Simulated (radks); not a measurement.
The calcium ion Ca2+, configuration [Ar].

Method: non-relativistic Kohn-Sham, PBE, spin-unpolarised, spherical densities, point nucleus; computed with a radial shooting solver on a logarithmic mesh with Libxc functionals.

Energy parts (hartree):
| part | energy |
|---|---|
| total | -676.68516 |
| kinetic | 676.03284 |
| electron-nucleus | -1592.03495 |
| Hartree | 274.79446 |
| exchange-correlation | -35.47752 |

Orbitals (lengths in bohr, moments of r in powers of bohr; <r^-3> diverges for s and p1/2):
| orbital | occ. | eigenvalue (hartree) | <r^2> | <r^4> | <r^-3> | <r> |
|---|---|---|---|---|---|---|
| 1s | 2 | -144.9191 | 0.008038 | 0.0001658 | - | 0.07737 |
| 2s | 2 | -15.65773 | 0.1592 | 0.04492 | - | 0.3667 |
| 2p | 6 | -12.85730 | 0.1335 | 0.03711 | 183.2 | 0.3286 |
| 3s | 2 | -2.27012 | 1.544 | 3.857 | - | 1.158 |
| 3p | 6 | -1.58233 | 1.863 | 6.026 | 19.46 | 1.259 |
| 3d | 0 | -0.58968 | 3.775 | 31.27 | 1.195 | 1.731 |
| 4s | 0 | -0.53183 | 11.69 | 203.6 | - | 3.220 |

The highest occupied level is 3p at -43.057 eV. The electron density at the nucleus is 5324 e/bohr^3. The density falls to 0.001 e/bohr^3 at r = 2.99 bohr. Virial ratio -V/T = 2.00096.
